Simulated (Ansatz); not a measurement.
Ansatz (a program for electronic structure) input (HF/6-31G*):

Ansatz 0.2 input:
```yaml
crystal:
  periodic: [false, false, false]
  atoms:
    - {symbol: O, position_ang: [1.17069600, -0.14424900, 1.15529500]}
    - {symbol: B, position_ang: [0.16098500, -0.12738200, 0.32510000]}
    - {symbol: O, position_ang: [-1.06002700, -0.95686500, 0.63481500]}
    - {symbol: Cl, position_ang: [0.00386000, 0.73885700, -1.13896600]}
    - {symbol: H, position_ang: [1.24800600, -0.63776900, 1.97969100]}
    - {symbol: H, position_ang: [-1.81868800, -0.95079700, 0.02124600]}
    - {symbol: H, position_ang: [-1.18521000, -1.52618500, 1.41511100]}
basis:
  gaussian:
    orbitals: 6-31G*
hamiltonian:
  xc: {name: HF}
total_charge: 1
relax: {f_tol: 0.003, max_steps: 120}
```

Output:

```
Functional definition: HF
integrals: 0.02 GiB planned
728 factors; integrals over basis functions are off by at most 3.5e-4 eV
mean field: 0.16 GiB planned
mean field evaluation 1: about -17287.4039 eV, gradient 5.1e1 eV
mean field evaluation 2: about -17287.4595 eV, gradient 5.1e1 eV
mean field evaluation 4: about -17292.0924 eV, gradient 3.0e0 eV
mean field evaluation 8: about -17292.1258 eV, gradient 2.2e-4 eV
mean field -17292.12577668 eV, -635.4739012690 hartree, gradient 1.3e-5 eV, S^2 0.000000; 0 other end points of the search recorded, 0 dependent functions left out
the calculation of the forces begins
reference -17292.12577668 eV, -635.4739012690 hartree; 20, 20 occupied and 50, 50 virtual orbitals, 728 factors
relax step   1: F+E_penalty+E_count = -17292.12577668 eV  Δ(F+E_penalty+E_count) = +0.000e0 eV  max|allowed force component| = 6.984e-1 eV/Å  Δτ_max = 0.0000 Å  (35 SCF iters, accepted)
these checks for a lower state are left out or cut short: starts, cluster_reference, orbital_swaps, neighbouring_geometries, increment
integrals: 0.02 GiB planned
728 factors; integrals over basis functions are off by at most 3.4e-4 eV
mean field: 0.16 GiB planned
mean field evaluation 16: about -17292.1429 eV, gradient 3.4e-4 eV
mean field -17292.14289793 eV, -635.4745304637 hartree, gradient 2.5e-5 eV, S^2 0.000000; 0 other end points of the search recorded, 0 dependent functions left out
the calculation of the forces begins
reference -17292.14289793 eV, -635.4745304637 hartree; 20, 20 occupied and 50, 50 virtual orbitals, 728 factors
relax step   2: F+E_penalty+E_count = -17292.14289793 eV  Δ(F+E_penalty+E_count) = -1.712e-2 eV  max|allowed force component| = 1.566e-1 eV/Å  Δτ_max = 0.0191 Å  (35 SCF iters, accepted)
these checks for a lower state are left out or cut short: starts, cluster_reference, orbital_swaps, neighbouring_geometries, increment
integrals: 0.02 GiB planned
728 factors; integrals over basis functions are off by at most 3.4e-4 eV
mean field: 0.16 GiB planned
mean field -17292.14420240 eV, -635.4745784021 hartree, gradient 2.4e-5 eV, S^2 0.000000; 0 other end points of the search recorded, 0 dependent functions left out
the calculation of the forces begins
reference -17292.14420240 eV, -635.4745784021 hartree; 20, 20 occupied and 50, 50 virtual orbitals, 728 factors
relax step   3: F+E_penalty+E_count = -17292.14420240 eV  Δ(F+E_penalty+E_count) = -1.304e-3 eV  max|allowed force component| = 3.973e-2 eV/Å  Δτ_max = 0.0063 Å  (27 SCF iters, accepted)
these checks for a lower state are left out or cut short: starts, cluster_reference, orbital_swaps, neighbouring_geometries, increment
integrals: 0.02 GiB planned
728 factors; integrals over basis functions are off by at most 3.4e-4 eV
mean field: 0.16 GiB planned
mean field evaluation 32: about -17292.1444 eV, gradient 1.6e-5 eV
mean field -17292.14437363 eV, -635.4745846943 hartree, gradient 1.6e-5 eV, S^2 0.000000; 0 other end points of the search recorded, 0 dependent functions left out
the calculation of the forces begins
reference -17292.14437363 eV, -635.4745846943 hartree; 20, 20 occupied and 50, 50 virtual orbitals, 728 factors
relax step   4: F+E_penalty+E_count = -17292.14437363 eV  Δ(F+E_penalty+E_count) = -1.712e-4 eV  max|allowed force component| = 2.203e-2 eV/Å  Δτ_max = 0.0028 Å  (25 SCF iters, accepted)
these checks for a lower state are left out or cut short: starts, cluster_reference, orbital_swaps, neighbouring_geometries, increment
integrals: 0.02 GiB planned
728 factors; integrals over basis functions are off by at most 3.4e-4 eV
mean field: 0.16 GiB planned
mean field -17292.14450021 eV, -635.4745893463 hartree, gradient 2.4e-5 eV, S^2 0.000000; 0 other end points of the search recorded, 0 dependent functions left out
the calculation of the forces begins
reference -17292.14450021 eV, -635.4745893463 hartree; 20, 20 occupied and 50, 50 virtual orbitals, 728 factors
relax step   5: F+E_penalty+E_count = -17292.14450021 eV  Δ(F+E_penalty+E_count) = -1.266e-4 eV  max|allowed force component| = 1.053e-2 eV/Å  Δτ_max = 0.0039 Å  (25 SCF iters, accepted)
these checks for a lower state are left out or cut short: starts, cluster_reference, orbital_swaps, neighbouring_geometries, increment
integrals: 0.02 GiB planned
728 factors; integrals over basis functions are off by at most 3.4e-4 eV
mean field: 0.16 GiB planned
mean field -17292.14451639 eV, -635.4745899408 hartree, gradient 1.8e-5 eV, S^2 0.000000; 0 other end points of the search recorded, 0 dependent functions left out
the calculation of the forces begins
reference -17292.14451639 eV, -635.4745899408 hartree; 20, 20 occupied and 50, 50 virtual orbitals, 728 factors
relax step   6: F+E_penalty+E_count = -17292.14451639 eV  Δ(F+E_penalty+E_count) = -1.618e-5 eV  max|allowed force component| = 4.460e-3 eV/Å  Δτ_max = 0.0018 Å  (24 SCF iters, accepted)
these checks for a lower state are left out or cut short: starts, cluster_reference, orbital_swaps, neighbouring_geometries, increment
integrals: 0.02 GiB planned
728 factors; integrals over basis functions are off by at most 3.4e-4 eV
mean field: 0.16 GiB planned
mean field -17292.14451941 eV, -635.4745900517 hartree, gradient 5.3e-5 eV, S^2 0.000000; 0 other end points of the search recorded, 0 dependent functions left out
the calculation of the forces begins
reference -17292.14451941 eV, -635.4745900517 hartree; 20, 20 occupied and 50, 50 virtual orbitals, 728 factors
relax step   7: F+E_penalty+E_count = -17292.14451941 eV  Δ(F+E_penalty+E_count) = -3.019e-6 eV  max|allowed force component| = 1.138e-3 eV/Å  Δτ_max = 0.0010 Å  (22 SCF iters, accepted)
integrals: 0.02 GiB planned
728 factors; integrals over basis functions are off by at most 3.4e-4 eV
mean field: 0.16 GiB planned
mean field evaluation 64: about -17292.1445 eV, gradient 9.6e-4 eV
mean field -17292.14451941 eV, -635.4745900517 hartree, gradient 5.3e-5 eV, S^2 0.000000; 1 other end points of the search recorded, 0 dependent functions left out
the calculation of the forces begins
reference -17292.14451941 eV, -635.4745900517 hartree; 20, 20 occupied and 50, 50 virtual orbitals, 728 factors
Total energy: -17292.14451941 eV, -635.4745900517 hartree
Atom 0 at     1.154163    -0.153148     1.155883 Å, force     0.000485     0.000044     0.000318 eV/Å
Atom 1 at     0.160078    -0.127359     0.324343 Å, force     0.000863    -0.000191     0.000982 eV/Å
Atom 2 at    -1.056174    -0.954113     0.633630 Å, force    -0.001138    -0.000041    -0.000843 eV/Å
Atom 3 at     0.016881     0.745536    -1.138920 Å, force    -0.000542    -0.000311     0.000049 eV/Å
Atom 4 at     1.233402    -0.637759     1.968046 Å, force    -0.000134     0.000250    -0.000492 eV/Å
Atom 5 at    -1.817584    -0.963388     0.041587 Å, force     0.000268     0.000079     0.000091 eV/Å
Atom 6 at    -1.171144    -1.514158     1.407724 Å, force     0.000198     0.000170    -0.000104 eV/Å
Dipole moment:    -0.876396    -1.078986     0.969818 e Å
```

The dipole moment of an ion depends on the origin.

The geometry given is a B3LYP-D3(BJ)/def2-TZVP minimum.
